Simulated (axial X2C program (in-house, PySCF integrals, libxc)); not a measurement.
**Correcting the dissociation energy of RbSe for spin–orbit coupling**

A spin-free PBE0 curve (one-electron X2C) was computed with an in-house all-electron X2C program for linear molecules (integrals from PySCF), basis Rb dyall-v3z [12s13p8d2f], Se dyall-v3z [8s9p6d1f] (cores contracted in-house), for the state M_S = 1/2, Λ = 1 (beyond evenly filled blocks: π+α, π+β, π-α). It gives D0 = 2.425 eV to Rb + Se, which in a spin-free picture are the weighted means of the ground terms.

Measured levels of the ground terms (NIST Handbook of Basic Atomic Spectroscopic Data), in cm⁻¹: Rb 2S: J = 1/2 at 0; Se 3P: J = 2 at 0, J = 1 at 1989.5, J = 0 at 2534.4.

The two components of the molecular doublet are 1261 cm⁻¹ apart in the PBE0 2c search (Ω = 3/2 lower), so the lower one lies 630 cm⁻¹ under their mean.

How far does each ground level lie under the (2J+1)-weighted mean of its term?

Rb: a single level, 0; Se: (5 × 0 + 3 × 1989.5 + 1 × 2534.4)/9 = 945 cm⁻¹.

Correct D0.

D0 = 2.425 + (630 − 945)/8065.5 = 2.386 eV at PBE0 with these spin–orbit terms. The direct two-component run gives 2.461 eV; the difference holds second-order terms in the molecule, scalar two-electron terms, the gap between measured and computed atomic splittings (a 2c atom can miss part of its lowering) and, in coupled cluster, the truncation of each run.

Second-order spin–orbit effects in the molecule, which grow quickly with Z, are left out. The state is a single determinant with fixed occupations, the lowest that a limited PBE0 search found. De is counted from the lowest determinant-based energies of the atoms at the same level, without counterpoise correction. Other states lie close and PBE0, whose exact exchange favours high spin, may order them wrongly; the determinant shown need not be the ground state. The nearest other spin-free determinant of the search, M_S = 1/2, Λ = 0, lies 0.25 eV up at the distance of the search. Without a current term, density functionals place determinants with orbital angular momentum somewhat too high.
